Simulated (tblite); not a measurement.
Record of a relaxation.

Species: C8H16P (charge +1).
Atom-mapped SMILES: `[CH3:1][P@@H+:2]([CH:3]1[CH2:4][CH2:5][CH2:6]1)[CH:7]1[CH2:8][CH2:9]1` (hydrogens: H10, H11, H12 on C1; H13 on P2; H14 on C3; H15, H16 on C4; H17, H18 on C5; H19, H20 on C6; H21 on C7; H22, H23 on C8; H24, H25 on C9)

Computed with GFN2-xTB (tblite), gas phase: L-BFGS steps from a force-field or distance-geometry start until the largest atomic force falls under 0.01 eV/Å. 8 of its 138 geometries are shown.

Step 0: E = -743.3920 eV, largest atomic force 3.044 eV/Å
```
atom  x, y, z in Å  |  force x, y, z in eV/Å
C1     -0.901   -2.247    0.965   -0.886   0.331  -0.066
P2     -0.482   -0.535    0.432   -0.391  -1.208   2.231
C3      1.183   -0.586   -0.152    0.665  -2.065   0.287
C4      2.147   -0.096    0.920   -0.148  -0.495   2.103
C5      2.670    0.948   -0.018    0.799   1.082  -0.110
C6      1.706    0.430   -1.085    2.111   0.617  -2.105
C7     -1.784    0.046   -0.575   -1.799  -0.844  -0.197
C8     -1.910    1.345   -1.246   -2.080   1.036  -0.840
C9     -2.615    1.153    0.082    0.314   0.599   0.122
H10    -0.187   -2.940    0.502   -0.268   0.096   0.349
H11    -1.934   -2.463    0.574    0.898   0.016   0.425
H12    -0.928   -2.329    2.078    0.185  -0.034  -0.914
H13    -0.479    0.191    1.680    0.003  -0.226  -1.090
H14     1.501   -1.620   -0.454   -0.811   0.533   0.040
H15     2.898   -0.854    1.230   -0.571   0.592   0.117
H16     1.586    0.324    1.800    0.886  -0.454  -0.374
H17     2.496    2.000    0.307    0.410  -0.772  -0.298
H18     3.727    0.732   -0.260   -0.474   0.729   0.056
H19     2.343   -0.077   -1.860   -0.939   0.633   0.137
H20     1.075    1.175   -1.538   -0.343  -0.002  -0.162
H21    -2.465   -0.760   -0.970    0.981   0.544   0.224
H22    -1.139    2.099   -1.343   -0.021  -0.335   0.130
H23    -2.663    1.364   -2.080    1.206  -0.033   0.496
H24    -3.712    0.969    0.119    1.104   0.565   0.057
H25    -2.143    1.757    0.903   -0.830  -0.905  -0.619
```

Step 20: E = -744.2712 eV, largest atomic force 0.191 eV/Å
```
atom  x, y, z in Å  |  force x, y, z in eV/Å
C1     -0.956   -2.261    1.001    0.033   0.046  -0.005
P2     -0.517   -0.596    0.438    0.086   0.113  -0.058
C3      1.239   -0.630   -0.129   -0.059   0.056  -0.049
C4      2.231   -0.116    0.946   -0.018  -0.049  -0.034
C5      2.727    0.963   -0.027   -0.015  -0.010  -0.019
C6      1.760    0.449   -1.105   -0.078  -0.028   0.021
C7     -1.905    0.016   -0.559   -0.028  -0.034   0.171
C8     -1.942    1.364   -1.225    0.066  -0.028   0.014
C9     -2.699    1.169    0.040    0.024  -0.038  -0.075
H10    -0.271   -2.985    0.562   -0.008  -0.050  -0.029
H11    -1.972   -2.494    0.688   -0.047  -0.028   0.065
H12    -0.885   -2.333    2.084   -0.010   0.007   0.060
H13    -0.498    0.246    1.531   -0.006   0.018   0.051
H14     1.454   -1.651   -0.464   -0.090   0.085  -0.012
H15     2.983   -0.850    1.221    0.015  -0.025   0.030
H16     1.780    0.278    1.858   -0.008  -0.050  -0.032
H17     2.527    1.979    0.303   -0.001   0.018  -0.014
H18     3.776    0.884   -0.293    0.019  -0.014   0.013
H19     2.245    0.019   -1.980   -0.033   0.072   0.038
H20     1.033    1.186   -1.436   -0.025  -0.054  -0.023
H21    -2.473   -0.786   -1.024    0.098   0.018  -0.030
H22    -1.061    1.985   -1.200    0.002   0.048  -0.026
H23    -2.498    1.417   -2.150    0.085   0.067   0.015
H24    -3.778    1.124   -0.008    0.102  -0.046   0.056
H25    -2.315    1.646    0.936   -0.105  -0.096  -0.128
```

Step 39: E = -744.4196 eV, largest atomic force 0.179 eV/Å
```
atom  x, y, z in Å  |  force x, y, z in eV/Å
C1     -0.971   -2.169    1.261    0.012   0.044  -0.004
P2     -0.522   -0.565    0.562    0.017   0.152  -0.093
C3      1.147   -0.610   -0.172    0.014  -0.003  -0.066
C4      2.281   -0.249    0.815   -0.037  -0.069   0.007
C5      2.664    0.948   -0.063   -0.006   0.027  -0.051
C6      1.582    0.564   -1.084    0.023  -0.060   0.007
C7     -1.770   -0.037   -0.611   -0.163   0.048  -0.013
C8     -1.694    1.385   -1.104   -0.069   0.042  -0.013
C9     -2.789    0.998   -0.176    0.034  -0.096   0.010
H10    -0.515   -2.949    0.654   -0.031  -0.110  -0.030
H11    -2.055   -2.277    1.244   -0.036  -0.012   0.021
H12    -0.621   -2.268    2.285    0.085   0.011   0.066
H13    -0.525    0.376    1.573    0.020   0.029  -0.019
H14     1.237   -1.589   -0.657    0.058   0.023   0.043
H15     3.052   -1.008    0.899    0.023  -0.052   0.002
H16     1.941    0.014    1.817    0.032  -0.006   0.016
H17     2.501    1.912    0.410    0.004   0.021   0.004
H18     3.675    0.921   -0.458    0.034  -0.016   0.039
H19     1.974    0.222   -2.042   -0.024   0.025   0.097
H20     0.849    1.343   -1.278    0.065  -0.116   0.005
H21    -2.089   -0.813   -1.304    0.061   0.094   0.054
H22    -0.929    2.033   -0.703   -0.024   0.052   0.023
H23    -1.903    1.555   -2.145   -0.094   0.081  -0.069
H24    -3.797    0.915   -0.552    0.051  -0.069  -0.002
H25    -2.734    1.372    0.838   -0.048  -0.041  -0.033
```

Step 59: E = -744.5398 eV, largest atomic force 0.096 eV/Å
```
atom  x, y, z in Å  |  force x, y, z in eV/Å
C1     -0.939   -1.985    1.381    0.005  -0.030   0.013
P2     -0.486   -0.467    0.511   -0.024  -0.050   0.021
C3      1.175   -0.682   -0.198   -0.049   0.017  -0.033
C4      2.337   -0.400    0.782   -0.053   0.013  -0.031
C5      2.687    0.864   -0.020    0.044  -0.020   0.026
C6      1.617    0.513   -1.065    0.044   0.023   0.006
C7     -1.682    0.060   -0.730    0.061  -0.048  -0.007
C8     -1.842    1.537   -1.016    0.077   0.010   0.001
C9     -2.929    0.803   -0.319    0.008  -0.095   0.013
H10    -0.825   -2.835    0.705   -0.033   0.034   0.022
H11    -1.962   -1.959    1.752   -0.036   0.080  -0.039
H12    -0.260   -2.111    2.227    0.009  -0.035  -0.034
H13    -0.423    0.532    1.461   -0.016   0.079  -0.040
H14     1.201   -1.663   -0.686   -0.001   0.037  -0.025
H15     3.120   -1.155    0.761   -0.085  -0.008  -0.020
H16     2.046   -0.236    1.820    0.011   0.028  -0.017
H17     2.504    1.795    0.513   -0.008  -0.026  -0.022
H18     3.698    0.875   -0.412    0.047   0.050   0.032
H19     2.019    0.221   -2.031    0.035  -0.020  -0.002
H20     0.861    1.279   -1.228    0.015   0.007  -0.003
H21    -1.759   -0.621   -1.573    0.034  -0.023   0.055
H22    -1.263    2.248   -0.441   -0.015  -0.033  -0.005
H23    -1.983    1.827   -2.045   -0.002   0.011   0.017
H24    -3.827    0.573   -0.868   -0.074   0.009   0.018
H25    -3.098    1.010    0.727    0.006  -0.010   0.054
```

Step 78: E = -744.5805 eV, largest atomic force 0.047 eV/Å
```
atom  x, y, z in Å  |  force x, y, z in eV/Å
C1     -0.959   -1.837    1.394   -0.001   0.042  -0.020
P2     -0.449   -0.383    0.454    0.010   0.017  -0.011
C3      1.199   -0.669   -0.250   -0.011  -0.010  -0.009
C4      2.333   -0.454    0.775   -0.015  -0.025   0.006
C5      2.745    0.825    0.030    0.006   0.001   0.005
C6      1.748    0.499   -1.092   -0.012   0.003  -0.005
C7     -1.663    0.068   -0.789    0.015   0.000  -0.008
C8     -1.981    1.533   -0.963   -0.002   0.012  -0.001
C9     -2.971    0.639   -0.303   -0.014   0.003   0.009
H10    -1.089   -2.668    0.699   -0.004  -0.040  -0.002
H11    -1.903   -1.653    1.905    0.000   0.016   0.015
H12    -0.189   -2.095    2.120   -0.009  -0.006   0.020
H13    -0.369    0.689    1.323    0.003  -0.031  -0.009
H14     1.176   -1.646   -0.743    0.022  -0.007  -0.019
H15     3.084   -1.239    0.748    0.017   0.000  -0.017
H16     2.021   -0.312    1.810   -0.009   0.003   0.015
H17     2.508    1.738    0.570   -0.006   0.007   0.009
H18     3.786    0.861   -0.274    0.019   0.011  -0.011
H19     2.220    0.165   -2.012    0.016  -0.001   0.011
H20     1.039    1.288   -1.337   -0.015   0.014   0.012
H21    -1.666   -0.576   -1.663    0.002   0.003   0.007
H22    -1.453    2.248   -0.347   -0.015   0.006  -0.022
H23    -2.191    1.891   -1.959    0.027  -0.021  -0.007
H24    -3.862    0.365   -0.845   -0.020   0.005   0.013
H25    -3.125    0.747    0.761   -0.007  -0.003   0.018
```

Step 98: E = -744.5851 eV, largest atomic force 0.044 eV/Å
```
atom  x, y, z in Å  |  force x, y, z in eV/Å
C1     -0.977   -1.842    1.395    0.025  -0.004   0.002
P2     -0.438   -0.408    0.440   -0.026   0.004  -0.009
C3      1.211   -0.675   -0.272   -0.014  -0.008   0.004
C4      2.338   -0.463    0.761    0.010  -0.008   0.014
C5      2.734    0.839    0.047   -0.007  -0.002   0.005
C6      1.741    0.524   -1.083   -0.006  -0.001   0.006
C7     -1.669    0.046   -0.784   -0.024   0.003  -0.001
C8     -1.963    1.511   -0.992   -0.011  -0.010   0.001
C9     -2.955    0.659   -0.282    0.012  -0.017   0.002
H10    -1.095   -2.695    0.723   -0.017   0.034   0.022
H11    -1.931   -1.627    1.877    0.024  -0.026  -0.023
H12    -0.233   -2.091    2.153    0.004   0.008  -0.001
H13    -0.345    0.661    1.310   -0.001   0.009  -0.002
H14     1.208   -1.640   -0.788   -0.004  -0.003  -0.013
H15     3.104   -1.232    0.722    0.019  -0.028  -0.016
H16     2.016   -0.350    1.797    0.001   0.007   0.024
H17     2.487    1.737    0.608   -0.011   0.003   0.004
H18     3.774    0.895   -0.259   -0.006   0.002   0.004
H19     2.222    0.225   -2.011   -0.009   0.001   0.003
H20     1.015    1.306   -1.304    0.005   0.014  -0.008
H21    -1.711   -0.622   -1.638    0.002   0.013   0.004
H22    -1.409    2.233   -0.408    0.005   0.019  -0.022
H23    -2.186    1.842   -1.994    0.017   0.000  -0.007
H24    -3.867    0.389   -0.791    0.007   0.001   0.010
H25    -3.081    0.803    0.782    0.008  -0.009  -0.002
```

Step 117: E = -744.5901 eV, largest atomic force 0.040 eV/Å
```
atom  x, y, z in Å  |  force x, y, z in eV/Å
C1     -0.962   -1.797    1.423    0.009  -0.017  -0.003
P2     -0.429   -0.392    0.424   -0.024   0.004  -0.008
C3      1.207   -0.679   -0.300   -0.007  -0.006   0.002
C4      2.346   -0.527    0.730    0.001  -0.002  -0.012
C5      2.708    0.831    0.108    0.003  -0.006  -0.001
C6      1.742    0.555   -1.054   -0.003   0.003  -0.003
C7     -1.671    0.032   -0.801   -0.027  -0.016   0.012
C8     -1.978    1.488   -1.044    0.009   0.010  -0.009
C9     -2.944    0.654   -0.280    0.001   0.002   0.001
H10    -1.117   -2.660    0.774   -0.006   0.010   0.000
H11    -1.896   -1.558    1.931   -0.013  -0.006  -0.007
H12    -0.200   -2.043    2.163    0.024   0.003   0.012
H13    -0.320    0.699    1.260   -0.004   0.024   0.019
H14     1.177   -1.623   -0.855    0.010   0.020  -0.022
H15     3.120   -1.278    0.599    0.019  -0.001   0.035
H16     2.050   -0.504    1.780    0.011  -0.008  -0.011
H17     2.419    1.681    0.722   -0.034  -0.013   0.001
H18     3.749    0.950   -0.172    0.015  -0.018  -0.008
H19     2.242    0.294   -1.983    0.027  -0.005  -0.003
H20     1.015    1.338   -1.262   -0.008   0.022  -0.012
H21    -1.727   -0.654   -1.639   -0.002  -0.007   0.033
H22    -1.414    2.235   -0.503    0.012   0.021   0.008
H23    -2.226    1.782   -2.051   -0.004   0.000  -0.011
H24    -3.874    0.369   -0.746    0.008   0.000  -0.002
H25    -3.029    0.830    0.784   -0.016  -0.012  -0.009
```

Step 137: E = -744.5937 eV, largest atomic force 0.010 eV/Å
```
atom  x, y, z in Å  |  force x, y, z in eV/Å
C1     -0.930   -1.790    1.439   -0.005   0.000   0.000
P2     -0.430   -0.380    0.429    0.006   0.000   0.006
C3      1.195   -0.666   -0.325    0.002   0.000  -0.005
C4      2.343   -0.564    0.702   -0.002  -0.001   0.001
C5      2.688    0.827    0.150   -0.002   0.001  -0.001
C6      1.750    0.582   -1.042    0.000  -0.001   0.000
C7     -1.696    0.017   -0.778    0.002  -0.004   0.001
C8     -1.976    1.465   -1.089    0.003  -0.002   0.002
C9     -2.949    0.688   -0.273   -0.001   0.001  -0.005
H10    -1.067   -2.659    0.792    0.004  -0.005   0.000
H11    -1.873   -1.570    1.940    0.009  -0.001   0.004
H12    -0.164   -2.015    2.181   -0.004   0.004  -0.005
H13    -0.318    0.715    1.262    0.000   0.004  -0.005
H14     1.142   -1.587   -0.914    0.001  -0.001  -0.001
H15     3.122   -1.301    0.524    0.002   0.002   0.002
H16     2.062   -0.602    1.754   -0.003   0.000   0.004
H17     2.357    1.637    0.797   -0.004   0.000  -0.003
H18     3.733    0.988   -0.100   -0.003  -0.008   0.000
H19     2.281    0.328   -1.956   -0.002   0.007   0.003
H20     1.036    1.374   -1.263    0.006  -0.002  -0.001
H21    -1.782   -0.711   -1.578   -0.003  -0.006  -0.003
H22    -1.388    2.226   -0.595   -0.008   0.001   0.001
H23    -2.235    1.713   -2.107    0.005   0.006   0.005
H24    -3.886    0.397   -0.720   -0.009   0.000   0.003
H25    -3.025    0.913    0.782    0.005   0.004  -0.004
```

Problem. Summarise the path.

Solution. The energy falls by 27.71 kcal/mol from step 0 to step 137; nine tenths of that is first reached at step 47. It falls at every step. The largest force goes from 3.044 to 0.010 eV/Å. Among the bonds C3–C6 changes most, from 1.475 to 1.542 Å; the atoms move by 0.734 Å rms after alignment.

Problem. Follow the three bonds and two angles with the largest change from start to end.

Solution. 
| step | E above end (kcal/mol) | largest force (eV/Å) | C3–C6 (Å) | P2–H13 (Å) | P2–C3 (Å) | P2–C7–C8 (°) | C4–C3–H14 (°) |
| --- | --- | --- | --- | --- | --- | --- | --- |
| 0 | 27.71 | 3.044 | 1.475 | 1.444 | 1.765 | 128.5 | 107.8 |
| 6 | 9.45 | 0.384 | 1.538 | 1.380 | 1.816 | 129.3 | 115.0 |
| 12 | 8.26 | 0.162 | 1.543 | 1.384 | 1.839 | 126.5 | 115.2 |
| 18 | 7.67 | 0.189 | 1.543 | 1.379 | 1.842 | 125.1 | 113.7 |
| 24 | 6.95 | 0.209 | 1.539 | 1.379 | 1.838 | 121.8 | 112.1 |
| 30 | 5.59 | 0.239 | 1.547 | 1.389 | 1.834 | 120.9 | 115.3 |
| 36 | 4.40 | 0.161 | 1.543 | 1.380 | 1.828 | 117.5 | 115.8 |
| 42 | 3.70 | 0.173 | 1.544 | 1.380 | 1.821 | 116.6 | 114.0 |
| 48 | 2.46 | 0.243 | 1.544 | 1.385 | 1.817 | 118.8 | 113.8 |
| 54 | 1.63 | 0.112 | 1.541 | 1.380 | 1.818 | 119.8 | 115.5 |
| 60 | 1.17 | 0.091 | 1.540 | 1.382 | 1.819 | 119.0 | 115.6 |
| 66 | 0.65 | 0.109 | 1.539 | 1.379 | 1.812 | 118.3 | 115.0 |
| 71 | 0.42 | 0.070 | 1.540 | 1.383 | 1.811 | 117.1 | 116.1 |
| 77 | 0.31 | 0.040 | 1.541 | 1.382 | 1.814 | 117.7 | 115.9 |
| 83 | 0.27 | 0.032 | 1.542 | 1.381 | 1.815 | 118.3 | 116.0 |
| 89 | 0.25 | 0.026 | 1.542 | 1.381 | 1.815 | 118.3 | 116.0 |
| 95 | 0.22 | 0.036 | 1.542 | 1.382 | 1.816 | 118.2 | 116.0 |
| 101 | 0.18 | 0.048 | 1.543 | 1.381 | 1.816 | 118.2 | 116.2 |
| 107 | 0.14 | 0.037 | 1.542 | 1.380 | 1.814 | 118.5 | 116.4 |
| 113 | 0.12 | 0.032 | 1.542 | 1.382 | 1.813 | 118.5 | 116.4 |
| 119 | 0.06 | 0.041 | 1.542 | 1.380 | 1.813 | 118.5 | 116.4 |
| 125 | 0.03 | 0.026 | 1.542 | 1.380 | 1.815 | 118.6 | 116.5 |
| 131 | 0.01 | 0.021 | 1.542 | 1.381 | 1.815 | 118.7 | 116.7 |
| 137 | 0.00 | 0.010 | 1.542 | 1.381 | 1.814 | 118.9 | 116.7 |

The cost below is that of the whole relaxation. Time: 1.4 s. Hardware: an Intel Xeon 6975P-C with one thread, no GPU (shared host).
